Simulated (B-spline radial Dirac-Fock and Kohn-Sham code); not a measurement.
# Er: eigenvalues, ΔSCF and the reference

System: atomic erbium, configuration 1s2 2s2 2p6 3s2 3p6 3d10 4s2 4p6 4d10 4f11 5s2 5p6 5d1 6s2 (an excited configuration).

The density-functional columns are spherical, spin-unpolarised Dirac-Kohn-Sham results without Breit or QED terms: −ε is minus the orbital energy of the initial state and ΔSCF the difference of two total energies. The reference in the last column comes from Dirac-Fock (average of configuration) total-energy differences with a finite nucleus, the Breit interaction including its frequency dependence, and self-energy and vacuum-polarisation corrections. All numbers are from a B-spline atomic structure program, in eV; a selection of levels is shown. The Kohn-Sham columns are given as differences from the reference. For the 1s level of heavy atoms much of the gap between ΔSCF and the reference is the Breit and QED part, -263.5 eV here; for other levels the error of the functional can be larger.

```
level  PBE −ε − DF  PBE ΔSCF − DF  Dirac-Fock
    K       -189.7         +304.2     57490.3
   L1       -139.2          -52.3      9766.3
   L2       -101.7          +10.4      9272.6
   L3       -112.1          -13.5      8366.2
   M1        -69.7          -46.2      2233.0
   M2        -55.0          -29.7      2017.8
   M3        -54.3          -31.3      1824.7
   M4        -34.3           -6.2      1461.5
   M5        -35.2           -7.8      1420.3
   N1        -33.8          -24.1       466.5
   N2        -27.1          -17.4       379.6
   N3        -27.1          -17.8       336.3
   N4        -15.6           -6.6       192.7
   N5        -15.7           -6.8       184.8
 N6,7         -3.8           +4.0       13.21
   O1         -8.8           -3.0       64.74
   O2         -4.4           +1.0       38.23
   O3         -4.4           +0.8       32.56
 O4,5         -2.7           +0.9        4.75
   P1         -1.1           +1.5        5.50
```

Values without a named source are computed, but for edge energies of neutral atoms, which are taken from tables.
